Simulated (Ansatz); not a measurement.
Start from `CB[SiH](O)I` and change one atom or group to get `CB[SiH](O)[SiH3]`.

Ansatz, PBE0-D4/def2-TZVP geometries, multiplicity 1. Each molecule was computed in one conformer, which needn't be the lowest.

Elements past krypton have def2 core potentials.

```json
{"property": "HOMO energy (B3LYP/def2-TZVPP) / eV", "`CB[SiH](O)I`": "-7.13"}
{"property": "HOMO energy (PBE/def2-TZVPP) / eV", "`CB[SiH](O)I`": "-6.25"}
{"property": "size of the dipole moment (PBE/def2-TZVPP) / D", "`CB[SiH](O)I`": "1.59"}
{"property": "size of the dipole moment (B3LYP/def2-TZVPP) / D", "`CB[SiH](O)I`": "1.73"}
{"property": "HOMO–LUMO gap (B3LYP/def2-TZVPP) / eV", "`CB[SiH](O)I`": "5.14"}
{"property": "LUMO energy (PBE0/def2-TZVPP) / eV", "`CB[SiH](O)I`": "-1.83"}
```

**Question.** What does the change do to each property? (Estimate.)

**Answer.** Ansatz gave: 
```json
{"property": "HOMO energy (B3LYP/def2-TZVPP) / eV", "`CB[SiH](O)[SiH3]`": "-6.97", "shift": "0.16"}
{"property": "HOMO energy (PBE/def2-TZVPP) / eV", "`CB[SiH](O)[SiH3]`": "-6.00", "shift": "0.25"}
{"property": "size of the dipole moment (PBE/def2-TZVPP) / D", "`CB[SiH](O)[SiH3]`": "1.66", "shift": "0.07"}
{"property": "size of the dipole moment (B3LYP/def2-TZVPP) / D", "`CB[SiH](O)[SiH3]`": "1.76", "shift": "0.03"}
{"property": "HOMO–LUMO gap (B3LYP/def2-TZVPP) / eV", "`CB[SiH](O)[SiH3]`": "4.80", "shift": "-0.34"}
{"property": "LUMO energy (PBE0/def2-TZVPP) / eV", "`CB[SiH](O)[SiH3]`": "-1.99", "shift": "-0.16"}
```

With PBE0 the HOMO rises by 0.19 eV and the LUMO falls by 0.16 eV, so the gap narrows by about 0.35 eV. PBE moves the HOMO by 0.25 eV and ωB97M-V by 0.20 eV. Dipoles are sizes alone; their direction can turn.

B3LYP here is the variant with VWN-RPA as its local correlation; programs differ in this.

Spin–orbit coupling is left out; it splits and shifts lone-pair levels of the heavy atoms by tenths of an eV.
